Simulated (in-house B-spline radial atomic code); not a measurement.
Cs. Computed with a B-spline radial atomic code. Model: non-relativistic spherical atom: semilocal Troullier-Martins pseudo-atom, one channel per l, against all electrons, high spin, G0W0 and RPA with empty states to l = 8, local potential for every l without a channel, a model core (radius 0 = none) keeps its share of the functional.

Without relativity these are model numbers for so heavy an element.

What the tables leave out is listed at the end.

The pseudopotential gives back the lowest level of each angular momentum of its own functional in the configuration it was made in; a second state of the same l is only approximately right. Exact exchange, RPA and GW see the smooth pseudo-orbitals and miss the exchange with the core, for which the functional's share stands in. The column with an uncorrelated core keeps all orbitals and exact exchange, and so separates missing core correlation from pseudisation. Only the three outermost levels and the lowest empty one were computed. RPA here is direct RPA, with no exchange kernel, and its energies carry an (l + 1/2)⁻⁴ tail. A hybrid on a potential with a model core restores only its own semilocal share of the core's exchange.

Command:
```bash
python run_psgw.py task.json out
```
Settings (lengths in bohr, energies in hartree):
```
Z                      55
electrons              55
configuration          [Xe] 6s1
generated_in           [Xe] 6s1
functional             pbe,pbe
core_shells            9
radius_factor          0.8
core_correction        True
ion_configuration      [Kr] 4d10 5s2 5p6
```

Cost of the run: 32 s on 1 thread of Intel(R) Xeon(R) 6975P-C (Granite Rapids) (shared host).

Given: made with PBE; model core radius 1.291 bohr; local radius 1.461 bohr; mean-field start PBE0.

Valence shells of the generating configuration: 5s, 5p, 6s.

Channel: s 1.287, p 1.447, d 2.444 (radii in bohr).

Computed: largest level miss in the spin-unpolarised generating configuration 0.11 eV; all-electron RPA polarisability, core included 213.45 bohr³; pseudo-atom RPA polarisability 208.26 bohr³; ionisation by mean-field all-electron 3.751 eV; ionisation by mean-field pseudo minus all 0.092 eV; ionisation by RPA all-electron 4.0454 eV; ionisation by RPA pseudo minus all 0.082 eV.

| level | occupied | mean-field all-electron (eV) | mean-field pseudo minus all (eV) | G0W0 all-electron (eV) | G0W0 uncorrelated core minus all (eV) | G0W0 pseudo minus all (eV) | exchange self-energy all-electron (eV) | exchange self-energy pseudo (eV) |
| --- | --- | --- | --- | --- | --- | --- | --- | --- |
| 6s up | 1 | -2.5736 | -0.078 | -3.9872 | 0.036 | -0.077 | -4.9611 | -4.6865 |
| 6s down (empty) | 0 | -1.0097 | -0.076 | -0.45413 | 0.036 | -0.056 | -0.84512 | -0.51265 |

Problem. What is the valence RPA correlation energy all-electron orbitals?

Solution. -0.3532 hartree.

Problem. What is the valence RPA correlation energy pseudo?

Solution. -0.38581 hartree.

Among the listed levels the largest G0W0 shift of the pseudo-atom is -0.08 eV, for 6s up on the PBE0 start, while leaving the core uncorrelated moves that level by +0.04 eV. The rest, -0.11 eV, comes from pseudisation and the lost core exchange. Not in the tables (levels of low weight, unsolved or above zero; the highest and the empty levels are kept at any weight): on PBE, a start not tabulated, the G0W0 levels 6s up (pseudo minus all -0.14 eV, weights 0.60 and 0.58), 5p down (pseudo minus all -0.04 eV, weights 0.12 and 0.10), 5p up (pseudo minus all -0.81 eV, weights 0.18 and 0.16), 6s down (pseudo minus all -0.03 eV, weights 0.68 and 0.68); on PBE0 the G0W0 levels 5p down (pseudo minus all -0.09 eV, weights 0.42 and 0.37), 5p up (pseudo minus all -0.09 eV, weights 0.41 and 0.37); no Hartree-Fock pseudo-atom is run with a model core.
